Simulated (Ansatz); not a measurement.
Calculated with Ansatz (gas phase, PBE0-D4/def2-TZVP geometries, no zero-point term in ΔE). CCSD(T)/CBS adds triple-zeta CCSD(T) − MP2 to the extrapolated MP2 energy (def2 sets, frozen cores). Functionals use def2-TZVPP. B3LYP here is the variant with VWN-RPA as its local correlation; programs differ in this. For Zn outer-core shells are correlated without core-valence functions, which leaves a few kJ/mol of doubt a bond. Scalar relativity is left out up to krypton. Each species was taken in one conformer, which may not be the lowest.

`N[Si](F)([SiH3])S` + `F[CH2][ZnH]` → `F[SiH]([SiH3])S` + `[NH2][Zn][CH2]F`  (redistribution)

```tsv
level	ΔE (kJ/mol)	difference from CCSD(T)/CBS
PBE-D4	46.0	0.9
r2SCAN-D4	49.9	4.8
PBE0-D4	52.0	6.9
ωB97M-V	55.2	10.1
B2PLYP	45.5	0.4
PBE	41.5	-3.6
r2SCAN	48.8	3.7
B3LYP	45.7	0.6
HF/def2-TZVPP	58.8	13.7
MP2/def2-TZVPP	44.4	-0.7
SCS-MP2/def2-TZVPP	44.9	-0.2
CCSD/def2-TZVPP	48.9	3.8
MP2/def2-QZVPP	42.3	-2.8
SCS-MP2/def2-QZVPP	43.1	-2.0
HF/CBS(def2)	56.6	11.5
MP2/CBS(def2)	41.9	-3.2
CCSD(T)/CBS	45.1	0
```

Largest T1 diagnostic among the species: 0.015.

In def2-TZVPP, CCSD(T) changes the Hartree–Fock value by −11.2 kJ/mol (the triples alone add −1.3 kJ/mol) and MP2 by −14.4 kJ/mol. The D4 term adds +7.3 kJ/mol with B3LYP and +3.9 kJ/mol with PBE0; it sums over pairs of atoms, weighted by their polarisabilities, and B3LYP, whose exchange is more repulsive, gets the larger term.
